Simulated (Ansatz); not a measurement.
Geometry optimisation, RHF/6-31G* in Ansatz.

Input:

```yaml
crystal:
  periodic: [false, false, false]
  atoms:
    - { symbol: Si, position_ang: [0.0, 0.0, 0.0] }
    - { symbol: O, position_ang: [1.0382, 0.0, 1.5673] }
    - { symbol: Si, position_ang: [-0.2765, -0.4067, 2.5309] }
    - { symbol: H, position_ang: [-1.2008, -1.2403, 1.7677] }
    - { symbol: H, position_ang: [0.1876, -1.1432, 3.7029] }
    - { symbol: H, position_ang: [-0.9605, 0.8095, 2.9606] }
    - { symbol: H, position_ang: [1.629, 0.0, 0.3193] }
    - { symbol: H, position_ang: [-0.6877, 1.1914, -0.4862] }
    - { symbol: Si, position_ang: [-1.0456, -1.8115, -0.7393] }
    - { symbol: H, position_ang: [-1.7029, -2.4846, 0.3772] }
    - { symbol: H, position_ang: [-2.0454, -1.4265, -1.7311] }
    - { symbol: H, position_ang: [-0.0777, -2.7173, -1.3511] }
basis:
  gaussian: { orbitals: "6-31G*" }
hamiltonian:
  xc: hf
relax:
  f_tol: 0.15
  max_steps: 25
  restrain:
    - { distance: [1, 6], at: 2.21, k: 30.0 }
    - { distance: [0, 1], at: 1.68, k: 30.0 }
    - { distance: [0, 6], at: 1.46, k: 30.0 }
output:
  orbitals: {}
```

Run as:

```bash
$ ansatz run input.yaml --threads 1 --pin off --max-ram 2048MiB --backend cpu --events-out ev --progress --plain --runs-dir out
```

Where does it end, and by what steps?

The run converged. The restraints hold the end off the free minimum. After 9 steps the energy has fallen by 5.896 eV (the restraints' own energy left out); H4 moved furthest, 1.25 Å.

| step | energy less start (eV) | largest force component (eV/Å) | accepted |
| --- | --- | --- | --- |
| 0 | 0.0000 | 5.966 | yes |
| 1 | -2.1865 | 5.057 | yes |
| 2 | -3.4886 | 3.415 | yes |
| 3 | -4.6256 | 1.818 | yes |
| 4 | -5.4221 | 1.314 | yes |
| 5 | -5.6741 | 1.454 | yes |
| 6 | -5.7829 | 1.283 | yes |
| 7 | -5.8524 | 1.176 | yes |
| 8 | -5.8785 | 1.163 | yes |
| 9 | -5.8960 | 1.174 | yes |

```xyz
12
Properties=species:S:1:pos:R:3
Si 0.158 -0.072 -0.092
O 0.325 -0.233 1.543
Si -0.403 -0.303 3.004
H -1.643 -1.106 2.934
H 0.513 -0.925 3.974
H -0.760 1.051 3.472
H 1.586 0.006 -0.317
H -0.532 1.184 -0.453
Si -0.920 -1.909 -1.116
H -1.774 -2.630 -0.150
H -1.772 -1.437 -2.229
H 0.079 -2.857 -1.651
```

The run took 24 s on 1 thread of Intel(R) Xeon(R) Platinum 8488C (Sapphire Rapids), with other jobs on the host, peak memory 0.18 GiB.
